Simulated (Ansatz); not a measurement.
Mulliken charges of CHNOZn, SMILES `C1=[N][Zn][O]1` from ωB97M-V/def2-TZVPP in Ansatz (PBE0-D4/def2-TZVP geometry).

```csv
atom,x (Å),y (Å),z (Å),charge (e)
C1,-0.176,0.356,-0.171,0.253
N2,0.237,0.411,1.043,-0.395
Zn3,0.744,-1.456,0.659,0.520
O4,-0.119,-0.658,-0.993,-0.471
H5,-0.637,1.273,-0.578,0.094
```

Q: By hand: the dipole of these point charges (1 e Å = 4.8032 D).

A: Σ q r = (0.245, -0.400, 0.301) e Å, of length 0.557 e Å = 2.68 D.

Q: How does the dipole of the full density compare? (An estimate is asked.)

A: The calculation gave: (0.321, -0.784, 0.144) e Å, 4.13 D; the point charges give 0.65 times that, at 25° from its direction.

Point charges leave out the atoms' own dipoles, such as those of lone pairs, and Mulliken's split depends on the basis, so the two needn't agree.
